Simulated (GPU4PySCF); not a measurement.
GPU4PySCF job for C9H21Sb, SMILES C[CH](C)[Sb]([CH](C)C)[CH](C)C, PBE-D3(BJ)/def2-TZVP. 

```python
import numpy as np
import cupy as cp
from pyscf import gto, lo
from gpu4pyscf import dft
import os
os.environ['JAX_PLATFORMS'] = 'cpu'
from ase import Atoms, units
from ase.calculators.calculator import Calculator, all_changes
from sella import Sella

mol = gto.M(
    atom='''
    Sb    0.08611263    0.07839250    0.77809531
    C    -1.58629561   -0.92548250   -0.27883503
    C    -2.06122773   -2.09865762    0.57821383
    C    -1.35325216   -1.35774020   -1.72151913
    H    -2.35891516   -0.15080428   -0.26438777
    H    -2.96263136   -2.55045548    0.15033932
    H    -1.30199016   -2.88292099    0.63481471
    H    -2.29295576   -1.79337404    1.59990792
    H    -1.06280617   -0.52999724   -2.36487931
    H    -2.26968599   -1.79252037   -2.13702741
    H    -0.57933307   -2.12326222   -1.78982565
    C     1.87589571   -0.70622808   -0.26397335
    C     2.06626118   -0.30373030   -1.72121331
    C     1.96961883   -2.21748306   -0.06334517
    H     2.66983469   -0.23682107    0.32538059
    H     3.03149162   -0.66866390   -2.09098995
    H     1.29475894   -0.72527059   -2.36483190
    H     2.05778383    0.77857095   -1.85158170
    H     1.88259776   -2.49593962    0.98899986
    H     2.92987664   -2.59789838   -0.42763092
    H     1.18633709   -2.74566922   -0.61007176
    C    -0.00430431    2.07619219   -0.17774447
    C    -0.69314225    3.04365558    0.78340407
    C    -0.64424197    2.12504687   -1.55950007
    H     1.05012327    2.35509167   -0.26179625
    H    -0.68341583    4.06295077    0.38259948
    H    -1.74014676    2.76900021    0.93987633
    H    -0.21065681    3.06362119    1.76190042
    H    -0.12007863    1.50356484   -2.28354825
    H    -0.64215046    3.15153176   -1.94337889
    H    -1.68565194    1.79781073   -1.52965442
    ''',
    basis='def2-TZVP',
    ecp={'Sb': 'def2-tzvp'},
    charge=0,
    spin=0,
    max_memory=12000,
    verbose=3,
)
mf = dft.RKS(mol, xc='pbe').density_fit(auxbasis='def2-universal-jkfit')
mf.disp = 'd3bj'
mf.grids.atom_grid = (99, 590)
mf.conv_tol = 1e-9
mf.max_cycle = 100
mf.kernel()
grad = mf.nuc_grad_method()
scan = grad.as_scanner()
scan.verbose = scan.base.verbose = 0
class SCF(Calculator):
    implemented_properties = ['energy', 'forces']
    def calculate(self, atoms=None, properties=None, system_changes=all_changes):
        super().calculate(atoms, properties, system_changes)
        e, g = scan(mol.set_geom_(self.atoms.positions, unit='Angstrom', inplace=False))
        assert scan.converged
        self.results = {'energy': float(e) * units.Hartree, 'forces': -np.asarray(g) * units.Hartree / units.Bohr}
atoms = Atoms(mol.elements, mol.atom_coords(unit='Angstrom'), calculator=SCF())
conv = Sella(atoms, order=0, internal=True, allow_fragments=True).run(fmax=0.005, steps=200)
mol_eq = mol.set_geom_(atoms.positions, unit='Angstrom', inplace=False)
print(mol_eq.tostring(format='xyz'))
mf.reset(mol_eq)
mf.verbose = 3
mf.kernel()
```

Output:

```
converged SCF energy = -595.481574464308
     Step          Energy         fmax         cmax       rtrust          rho
Sella   0   -16203.878993       0.3029       0.0000       0.1000       1.0000
Sella   1   -16203.906107       0.3029       0.0000       0.1000       0.9927
Sella   2   -16203.900983       0.0951       0.0000       0.0534      -3.5469
Sella   3   -16203.906747       0.0589       0.0000       0.0564       1.0342
Sella   4   -16203.906840       0.0589       0.0000       0.0564       0.6512
Sella   5   -16203.906979       0.0409       0.0000       0.0564       0.7650
Sella   6   -16203.907047       0.0105       0.0000       0.0564       0.9625
Sella   7   -16203.907037       0.0070       0.0000       0.0078      -0.3016
31
XYZ from PySCF
Sb          0.08338771        0.07396580        0.77767457
C          -1.59497535       -0.92936831       -0.28847268
C          -2.07395282       -2.09527071        0.57889436
C          -1.36157011       -1.36843264       -1.73028939
H          -2.36699151       -0.14059272       -0.27540302
H          -2.98840469       -2.54661512        0.15587961
H          -1.31540263       -2.89200572        0.63504081
H          -2.29823037       -1.78244123        1.60898214
H          -1.06913177       -0.53759307       -2.38410283
H          -2.28467363       -1.80953127       -2.14749005
H          -0.58205956       -2.14120086       -1.79705246
C           1.88490188       -0.70545022       -0.26708609
C           2.07368634       -0.30726393       -1.72693067
C           1.98543113       -2.21605304       -0.05437623
H           2.67683017       -0.22067574        0.32999459
H           3.04946498       -0.66899935       -2.09798293
H           1.30088334       -0.74183455       -2.37545754
H           2.05721293        0.78280992       -1.86543803
H           1.89131383       -2.49145498        1.00693076
H           2.95732599       -2.59784788       -0.41250414
H           1.20341182       -2.75741218       -0.60769076
C          -0.00504592        2.08092425       -0.17879993
C          -0.68760669        3.04411246        0.79327038
C          -0.65076656        2.13322003       -1.55893276
H           1.06054119        2.35384585       -0.26464247
H          -0.67431291        4.07505883        0.39857571
H          -1.74404668        2.77255397        0.95053383
H          -0.20122837        3.05378354        1.77938931
H          -0.12467472        1.51096567       -2.29455796
H          -0.65331581        3.16905915       -1.94270988
H          -1.70019115        1.80225413       -1.52744913
converged SCF energy = -595.482605042741
```

The calculation finished and met its thresholds.
